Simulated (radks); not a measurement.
Problem. The thallium ion Tl38+, configuration [Kr] 4d7 (the NIST ground configuration). Calculated with a radial shooting solver on a logarithmic mesh with Libxc functionals: scalar-relativistic Kohn-Sham, r2SCAN, spin-polarised, spherical densities, finite nucleus; open shells are filled with parallel spins first (spin-orbit coupling, left out, can overturn this in heavy ions); meta-GGA in the generalised Kohn-Sham scheme; Fermi nuclear charge, rms radius 5.4759 fm. Some entries of the table are withheld. Estimate them.

orbital,occ.,eigenvalue (Ry),<1/r> (bohr^-1),<r^2> (bohr^2)
1s up,1,-6417.441,99.39,0.0003691
1s down,1,-6417.441,99.39,0.0003691
2s up,1,-1243.727,23.35,0.005605
2s down,1,-1243.336,23.35,0.005604
2p up,3,-1086.496,20.59,0.004757
2p down,3,-1086.182,20.59,0.004756
3s up,1,-387.2354,8.735,0.03550
3s down,1,-387.1560,8.734,0.03547
3p up,3,-341.6789,7.931,0.03652
3p down,3,-341.5646,7.931,0.03648
3d up,5,-295.1030,7.434,0.03011
3d down,5,-294.8345,7.432,0.03010
4s up,1,-166.7223,4.067,0.1486
4s down,1,-165.9081,4.063,0.1489
4p up,3,-150.2416,3.750,(1)
4p down,3,-149.4429,3.744,(2)
4d up,5,-131.8467,3.492,0.1642
4d down,2,-131.0388,3.490,0.1646
5s up,0,-90.49990,(3),0.4570
5s down,0,-90.06231,(4),0.4600
5p up,0,(5),2.123,0.5034
5p down,0,(6),2.114,0.5072

Solution. 
(1) 4p up <r^2> (bohr^2): 0.1615
(2) 4p down <r^2> (bohr^2): 0.1619
(3) 5s up <1/r> (bohr^-1): 2.278
(4) 5s down <1/r> (bohr^-1): 2.271
(5) 5p up eigenvalue (Ry): -83.31761
(6) 5p down eigenvalue (Ry): -82.91549
